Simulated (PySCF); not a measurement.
C3H10Si, SMILES [SiH3]CCC. Atoms are numbered in the order given.

```xyz
14

Si     0.0751     1.7897     0.0000
C     -0.5872     0.0182     0.0000
C      0.4971    -1.0697     0.0000
C     -0.0725    -2.4887     0.0000
H     -1.0498     2.7722     0.0000
H      0.9176     2.0333     1.2099
H      0.9176     2.0333    -1.2099
H     -1.2438    -0.1015     0.8811
H     -1.2438    -0.1015    -0.8811
H      1.1513    -0.9376     0.8803
H      1.1513    -0.9376    -0.8803
H     -0.7014    -2.6639    -0.8887
H      0.7270    -3.2469     0.0000
H     -0.7014    -2.6639     0.8887
```
Charge 0, spin multiplicity 1.

Coordinates come from a B3LYP-D3(BJ)/def2-SVP optimisation. Other conformers were not sampled.

Computed with PySCF with PBE/def2-TZVP.

Atomic charges (e):

```
atom  Löwdin  meta-Löwdin
----  ------  -----------
Si1     0.23         0.42
C2     -0.41        -0.43
C3     -0.32        -0.18
C4     -0.32        -0.34
H5     -0.03        -0.08
H6     -0.03        -0.09
H7     -0.03        -0.09
H8      0.14         0.12
H9      0.14         0.12
H10     0.14         0.11
H11     0.14         0.11
H12     0.12         0.11
H13     0.12         0.11
H14     0.12         0.11
```

Computed Mayer and Wiberg (Löwdin basis) orders of the bonds:
```json
[
 {"bond": "Si1–C2", "Mayer": "1.02", "Wiberg": "1.19"},
 {"bond": "C2–C3", "Mayer": "1.00", "Wiberg": "1.25"},
 {"bond": "C3–C4", "Mayer": "1.00", "Wiberg": "1.30"},
 {"bond": "Si1–H5", "Mayer": "0.95", "Wiberg": "0.95"},
 {"bond": "Si1–H6", "Mayer": "0.95", "Wiberg": "0.95"},
 {"bond": "Si1–H7", "Mayer": "0.95", "Wiberg": "0.95"},
 {"bond": "C2–H8", "Mayer": "0.93", "Wiberg": "0.84"},
 {"bond": "C2–H9", "Mayer": "0.93", "Wiberg": "0.84"},
 {"bond": "C3–H10", "Mayer": "0.95", "Wiberg": "0.85"},
 {"bond": "C3–H11", "Mayer": "0.95", "Wiberg": "0.85"},
 {"bond": "C4–H12", "Mayer": "0.97", "Wiberg": "0.91"},
 {"bond": "C4–H13", "Mayer": "0.97", "Wiberg": "0.91"},
 {"bond": "C4–H14", "Mayer": "0.97", "Wiberg": "0.91"}
]
```
